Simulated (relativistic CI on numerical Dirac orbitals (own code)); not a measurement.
Rh6+: 3p photoemission

Computed with this model: Dirac-Coulomb-Breit CI, KLI orbitals optimised for each configuration, a model potential for QED, valence Slater integrals scaled by 0.7, multiplet model of photoemission in the sudden approximation; configurations [Kr] 4d3 → [Ne] 3s2 3p5 3d10 4s2 4p6 4d3; 80 K; Lorentzian 2.8 eV and Gaussian 0.6 eV FWHM. Energies are those of the free ion, without screening or charge transfer. The energies are binding energies and can lie tens of eV above those of solids. S is read from ⟨S²⟩ = S(S + 1).

Computed curve for free ion, scaled to 100 at the maximum (points under 2 are left out and the grid is thinned):

Energy (eV), Intensity and a bar:
```
    598.0        2.1 
    598.8        2.4 
    599.2        2.6 
    600.0        3.1 
    600.8        3.8 #
    601.2        4.2 #
    602.0        5.3 #
    602.8        6.8 ##
    603.6        9.2 ##
    604.0       10.8 ###
    604.8       15.6 ####
    605.6       24.1 #######
    606.0       30.8 #########
    606.8       52.8 ################
    607.6       85.5 ##########################
    608.0       97.7 ##############################
    608.8       91.7 ############################
    609.6       61.6 ###################
    610.4       37.7 ###########
    610.8       29.7 #########
    611.6       19.0 #####
    612.4       12.8 ###
    612.8       10.8 ###
    613.6        7.9 ##
    614.4        6.1 #
    614.8        5.4 #
    615.6        4.4 #
    616.4        3.7 #
    616.8        3.4 
    617.6        2.9 
    618.4        2.6 
    619.2        2.3 
    619.6        2.2 
    620.4        2.1 
    624.4        2.0 
    624.8        2.1 
    625.6        2.3 
    626.4        2.6 
    626.8        2.8 
    627.6        3.3 
    628.4        4.1 #
    628.8        4.6 #
    629.6        6.1 #
    630.4        8.6 ##
    631.2       13.2 ####
    631.6       16.9 #####
    632.4       28.8 ########
    633.2       46.3 ##############
    633.6       52.1 ################
    634.4       45.5 ##############
    635.2       28.3 ########
    635.6       21.6 ######
    636.4       13.1 ###
    637.2        8.5 ##
    638.0        5.9 #
    638.4        5.0 #
    639.2        3.8 #
    640.0        2.9 
    640.4        2.6 
    641.2        2.1
```

The ground state has S = 1.47, and the centroid lies at 616.84 eV.
